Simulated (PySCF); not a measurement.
Working out the ionisation energy of Cd⁺

Cd⁺ [Kr] 4d10 5s1 (2S) → Cd²⁺ [Kr] 4d10 (1S). Calculation: PySCF 2.14, in aug-cc-pVDZ-PP with ECP28MDF (5s5p4d2f, 54 functions); scalar relativity through the core potential. Frozen: 4s2 4p6. Energies in hartree (1 hartree = 27.21139 eV):

| part | Cd⁺ (lower) | Cd²⁺ (upper) |
| --- | --- | --- |
| UHF | -166.565887 | -165.996307 |
| MP2 opposite-spin | -0.207172 | -0.183320 |
| MP2 same-spin | -0.123484 | -0.106975 |

Problem. What does Hartree-Fock give?

Solution. (-165.996307) − (-166.565887) = 0.569580 hartree = 15.499 eV.

Problem. What do MP2 and SCS-MP2 (6/5 opposite-spin, 1/3 same-spin) give?

Solution. The opposite-spin parts differ by 0.649 eV and the same-spin parts by 0.449 eV. MP2: 15.499 + (0.649) + (0.449) = 16.597 eV. SCS-MP2: 15.499 + 1.2 × (0.649) + (0.449)/3 = 16.427 eV.

Measured between the centres of the two terms (NIST): 16.908 eV, so MP2 (valence) is off by -0.311 eV.

A double-zeta basis recovers only part of the correlation energy.

What remains against the reference includes basis incompleteness, the frozen core and correlation beyond second order.
